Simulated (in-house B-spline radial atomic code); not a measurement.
A radial electron density 4πr²n(r) was computed for an atom or ion in its tabulated ground configuration with an all-electron radial atomic-structure program (B-spline basis); method: Dirac-Hartree-Fock, average of configuration. Columns: r (bohr), 4πr²n(r) (electrons per bohr), bar.

```
 0.00133    1.393 #
 0.00158    1.894 #
 0.00187    2.547 ##
 0.00222    3.429 ##
 0.00263    4.575 ###
 0.00313     6.11 ####
 0.00371    8.044 #####
  0.0044     10.5 #######
 0.00522    13.58 #########
 0.00619    17.32 ############
 0.00735    21.79 ###############
 0.00872    26.91 ##################
  0.0103    32.39 ######################
  0.0123    38.46 ##########################
  0.0146    44.09 ##############################
  0.0173    48.83 #################################
  0.0205    52.12 ###################################
  0.0243    53.44 ####################################
  0.0289    52.58 ####################################
  0.0343    49.99 ##################################
  0.0407    46.87 ################################
  0.0482    44.98 ##############################
  0.0572    45.93 ###############################
  0.0679    50.42 ##################################
  0.0806    57.24 #######################################
  0.0956     63.3 ###########################################
   0.113    65.02 ############################################
   0.135    60.28 #########################################
    0.16    51.16 ###################################
   0.189    42.66 #############################
   0.225    39.21 ###########################
   0.267       42 ############################
   0.317    46.32 ###############################
   0.376    45.86 ###############################
   0.446    37.99 ##########################
   0.529    25.46 #################
   0.627     13.5 #########
   0.744    5.471 ####
   0.883    1.639 #
    1.05   0.3409 
    1.24  0.05149 
    1.48 0.004265
```

Which atom or ion is it?
A. Mo15+
B. Nb15+
C. Mo14+
D. Mo16+

A. The area under the curve, ∫4πr²n dr = ∫r·4πr²n d(ln r) on this logarithmic grid, is 27 electrons, which only this option has. The configuration is [Ar] 3d9.
